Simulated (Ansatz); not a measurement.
Stepwise reaction of `C=C[Si](O)(O)C=C` with water, as a gas-phase model of exchange steps in deposition or etching. ΔE in kJ/mol.

Gas-phase electronic energies from Ansatz, PBE0-D4/def2-TZVP geometries. CBS: MP2 limit from def2 TZ/QZ plus the TZ coupled-cluster correction, frozen cores. This one scheme is used for every species. DFT in def2-TZVPP. B3LYP here is the variant with VWN-RPA as its local correlation; programs differ in this. One conformer a species, not always the lowest.

| step | reaction | PBE-D4 | B3LYP-D4 | ωB97M-V | CCSD(T)/CBS |
| --- | --- | --- | --- | --- | --- |
| 1 | `C=C[Si](O)(O)C=C` + H₂O → `C=C[Si](O)(O)O` + `C=C` | -100.0 | -110.9 | -111.7 | -108.2 |
| 2 | `C=C[Si](O)(O)O` + H₂O → `O[Si](O)(O)O` + `C=C` | -100.5 | -111.5 | -112.7 | -110.4 |

(1) By hand: ΔE of the 2 steps together at CCSD(T)/CBS.

## Answers

(1) (-108.2) + (-110.4) = -218.6 kJ/mol, or -109.3 kJ/mol a step.

In ΔE the steps differ by no more than 2.2 kJ/mol. All are downhill at CCSD(T)/CBS. PBE-D4 differs from CCSD(T)/CBS by 8.2 to 9.9 kJ/mol a step. Isolated molecules leave out the surface, adducts and barriers. Largest T1 diagnostic: 0.012.
